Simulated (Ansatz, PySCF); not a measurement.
The pair A = SiH4 (SMILES [SiH4]) (first 5 atoms), B = CH3NO (SMILES NC=O); geometry from B3LYP-D3(BJ)/def2-TZVP.
(charge 0, multiplicity 1):
```xyz
11

Si    -0.014     0.000     0.162
H      0.615     1.041     1.013
H      0.239     0.390    -1.249
H     -1.470    -0.037     0.394
H      0.621    -1.309     0.413
N      0.835     0.558     4.027
C     -0.045    -0.469     4.048
O     -0.599    -0.929     3.073
H      1.058     0.999     3.149
H      1.256     0.900     4.872
H     -0.216    -0.863     5.066
```

Cores are frozen in the correlated methods. CBS: X⁻³ extrapolation of the correlation energy, Hartree–Fock from the larger set. MP2 and its Hartree–Fock in aug-cc-pV(T+d)Z are density fitted.

Programs: Ansatz (Gaussian basis) for Hartree–Fock, density functionals and correlated methods; PySCF for the dispersion terms. Values without a source in brackets are computed.

The monomers are drawn apart, rigid, along the line of their centres of mass. Counterpoise-corrected interaction energies (kcal/mol):

| level | R = 4.812 Å | R = 6.056 Å |
|---|---|---|
| PBE/def2-TZVPPD | -0.6838 | -0.1784 |
| PBE-D3(BJ)/def2-TZVPPD | -1.0671 | -0.2795 |
| wB97M-V/def2-TZVPPD | -0.9633 | -0.2803 |
| MP2/CBS(aug-cc-pV(D+d)Z, aug-cc-pV(T+d)Z) + ΔCCSD(T)/aug-cc-pV(D+d)Z | -0.9790 | -0.2721 |

Q: R is the distance of the centres of mass. Find the local exponent m of E ∝ R⁻ᵐ between the two points.

A: 
m = ln(E₁/E₂)/ln(R₂/R₁): PBE/def2-TZVPPD 5.8; PBE-D3(BJ)/def2-TZVPPD 5.8; wB97M-V/def2-TZVPPD 5.4; MP2/CBS(aug-cc-pV(D+d)Z, aug-cc-pV(T+d)Z) + ΔCCSD(T)/aug-cc-pV(D+d)Z 5.6. For scale, two fixed dipoles give m = 3, dipole and quadrupole 4, quadrupoles 5, and dispersion or dipole-induced dipole 6 at long range; at these distances several terms mix, and what is left of overlap and damping shifts m, so it need not match one of them.

Ansatz is a program for electronic structure.
